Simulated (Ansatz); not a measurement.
`[F][Ge]([SH])([SH])[SH]` + H₂S → `[SH][Ge]([SH])([SH])[SH]` + H–F  (ligand exchange at a Ge–F bond)

Program: Ansatz. Geometries: PBE0-D4/def2-TZVP. ΔE: electronic, gas phase. CBS: MP2 limit from def2 TZ/QZ plus the TZ coupled-cluster correction, frozen cores. This one scheme is used for every species. Functionals use def2-TZVPP. HSE06 is defined as in plane-wave codes. For Ge outer-core shells are correlated without core-valence functions, which leaves a few kJ/mol of doubt a bond. Scalar relativity is left out up to krypton. Each species was taken in one conformer, which may not be the lowest.

```csv
level,ΔE (kJ/mol),difference from CCSD(T)/CBS
LDA (SPW92),9.7,3.0
PBE-D4,7.3,0.6
BLYP-D4,15.1,8.4
r2SCAN-D4,17.8,11.1
B97M-V,25.6,18.9
PBE0-D4,4.7,-2.0
r2SCANh-D4,15.5,8.8
r2SCAN0-D4,12.5,5.8
HSE06-D4,4.2,-2.5
BHLYP-D4,14.1,7.4
CAM-B3LYP-D4,23.6,16.9
ωB97X-V,21.5,14.8
ωB97M-V,17.3,10.6
B2PLYP,20.1,13.4
PBE,15.1,8.4
revPBE,17.3,10.6
BLYP,30.5,23.8
r2SCAN,19.7,13.0
PBE0,11.8,5.1
r2SCANh,17.7,11.0
r2SCAN0,15.0,8.3
HSE06,11.2,4.5
CAM-B3LYP,31.4,24.7
LC-ωPBE,22.2,15.5
RPA@PBE/def2-TZVPP,16.6,9.9
HF/def2-SVP,35.3,28.6
MP2/def2-SVP,23.9,17.2
CCSD/def2-SVP,31.3,24.6
CCSD(T)/def2-SVP,29.7,23.0
HF/def2-TZVPP,33.2,26.5
MP2/def2-TZVPP,2.2,-4.5
SCS-MP2/def2-TZVPP,12.3,5.6
CCSD/def2-TZVPP,15.5,8.8
CCSD(T)/def2-TZVPP,12.0,5.3
HF/def2-QZVPP,35.6,28.9
MP2/def2-QZVPP,-0.1,-6.8
SCS-MP2/def2-QZVPP,10.4,3.7
HF/CBS(def2),35.9,29.2
MP2/CBS(def2),-3.1,-9.8
CCSD/CBS(def2),10.2,3.5
CCSD(T)/CBS,6.7,0
```

Problem. What do rigid-rotor, harmonic-oscillator terms from PBE0-D4/def2-TZVP frequencies (298.15 K, 1 bar) make of the CCSD(T)/CBS value? (Best estimate.)

Solution. Computed: ΔZPE = +3.8 kJ/mol, ΔH = +12.0 kJ/mol, ΔS = -16 J/(mol·K), ΔG = +16.8 kJ/mol.

Largest T1 diagnostic among the species: 0.012.

Leaving LDA and LC-ωPBE aside and taking each functional with its dispersion term where it has one, the values, not all of them listed here, spread over 21.8 kJ/mol, from revPBE-D4 to B97M-V. LDA lies −5.4 kJ/mol from PBE without D4. The D4 term adds −12.9 kJ/mol with B3LYP and −7.1 kJ/mol with PBE0; it sums over pairs of atoms, weighted by their polarisabilities, and B3LYP, whose exchange is more repulsive, gets the larger term.

B3LYP here is the variant with VWN-RPA as its local correlation; programs differ in this.
